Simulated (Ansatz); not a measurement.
H4B2O, SMILES `BOB` (charge 0, multiplicity 1).

Cartesian coordinates (Å):
```xyz
7

B     -1.2973    -0.2958     0.0270
O      0.0002    -0.0009     0.0005
B      1.2973     0.2957    -0.0271
H     -1.8152    -0.4978     1.0877
H     -1.8926    -0.3469    -1.0108
H      1.6216     1.4463     0.0435
H      2.0860    -0.6006    -0.1209
```
Charge 0, spin multiplicity 1.

Frozen-core energies in 6-31g from Ansatz (a quantum-chemistry and plane-wave program) at a geometry from PBE0-D3(BJ)/def2-TZVP; the HF reference has <S^2> = 0.00 and the T1 diagnostic is 0.020.

```tsv
level	energy (Ha)
HF	-126.56465
MP2	-126.78767
CCSD	-126.81215
```

Task: Estimate the energies of CCSD(T), CCSDT, CCSDT(Q) and CCSDTQ, and give each level's difference from CCSDTQ.

Result: 
```tsv
level	energy (Ha)	difference from CCSDTQ (mHa)
MP2	-126.78767	31.38
CCSD	-126.81215	6.90
CCSD(T)	-126.81793	1.12
CCSDT	-126.81866	0.39
CCSDT(Q)	-126.81912	-0.07
CCSDTQ	-126.81905	0.00
```
